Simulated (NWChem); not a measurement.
System: SOF, doublet; SMILES O=[S]F

Program: NWChem. Pople sets run with spherical d functions. Spin-unrestricted. In the optimisation the excess spin sits in a" (Cs, its own frame). No stability test was run on the SCF state. Each level has its own optimisation; frequencies are unscaled.

| level | basis functions | r O–S (Å) | r F–S (Å) | highest harmonic frequency (cm⁻¹) | lowest (cm⁻¹) | zero-point energy (kcal/mol) | dipole (D) |
|---|---|---|---|---|---|---|---|
| PBE/STO-3G | 19 | 1.632 | 1.746 | 1008 | 336 | 3.0 | 1.04 |
| PBE/3-21G | 31 | … | 1.753 | … | … | 2.8 | 1.61 |
| PBE/6-31G* | 46 | 1.499 | 1.661 | 1146 | 352 | 3.2 | 1.59 |
| PBE/6-31+G* | 58 | 1.497 | 1.684 | 1142 | 345 | 3.1 | 1.87 |
| PBE/6-311G** | 62 | 1.491 | 1.683 | 1137 | 345 | 3.1 | 1.83 |
| PBE/6-311++G** | 74 | 1.490 | 1.695 | 1137 | 341 | 3.0 | 1.96 |

Complete the blanks.


- PBE/3-21G, r O–S (Å): 1.616
- PBE/3-21G, highest harmonic frequency (cm⁻¹): 965
- PBE/3-21G, lowest (cm⁻¹): 315
